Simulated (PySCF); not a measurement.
# Co (cobalt, neutral) across methods

[Ar] 3d9, 2D determinant (an excited configuration). Computed with PySCF 2.14 in aug-cc-pwCVTZ, with the non-relativistic Hamiltonian (point nucleus).

```
method  E (hartree)  mean ε 3p β (eV)  mean ε 3d α (eV)  mean ε 3d β (eV)  Σ⟨r²⟩ (bohr²)   ⟨S²⟩
 M06-L    -1382.581           -58.131            -2.014            -0.996          31.65  0.780
r2SCAN    -1382.615           -58.072            -2.216            -1.311          32.21  0.764
   PBE    -1382.429           -56.654            -2.285            -1.486          32.65  0.759
   LDA    -1380.119           -56.577            -2.490            -1.659          32.08  0.757
```

**Question.** Estimate the same row for UHF.

**Answer.** E (hartree) = -1381.16146; mean ε 3p β (eV) = -70.794; mean ε 3d α (eV) = -7.746; mean ε 3d β (eV) = -5.965; Σ⟨r²⟩ (bohr²) = 27.95; ⟨S²⟩ = 0.777.
